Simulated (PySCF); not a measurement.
2-(furan-2-yl)-1,3,4-oxadiazole (C₆H₄N₂O₂), SMILES c1coc(-c2nnco2)c1. The structure is a stationary point at PBE0-D3(BJ)/def2-SVP. Other conformers were not sampled.

Computed equilibrium geometry at PBE0-D3(BJ)/def2-SVP (PySCF confirms it by a frequency run) as a Z-matrix, and its point group (one conformer of several):
point group Cs.
```
C
O 1 1.3476
C 2 1.3427 1 107.38
C 3 1.3662 2 110.72 1 0.00
C 1 1.3718 2 110.37 3 0.00
H 3 1.0868 2 116.04 1 180.00
H 5 1.0872 1 126.18 2 180.00
H 4 1.0874 3 126.66 6 0.00
C 1 1.4387 2 117.81 3 180.00
N 9 1.2974 1 129.65 2 0.00
O 9 1.3517 10 112.24 1 180.00
C 11 1.3475 9 102.28 10 0.00
N 12 1.2868 11 112.69 9 0.00
H 12 1.0872 13 128.88 10 180.00
```
Charge 0, spin multiplicity 1.
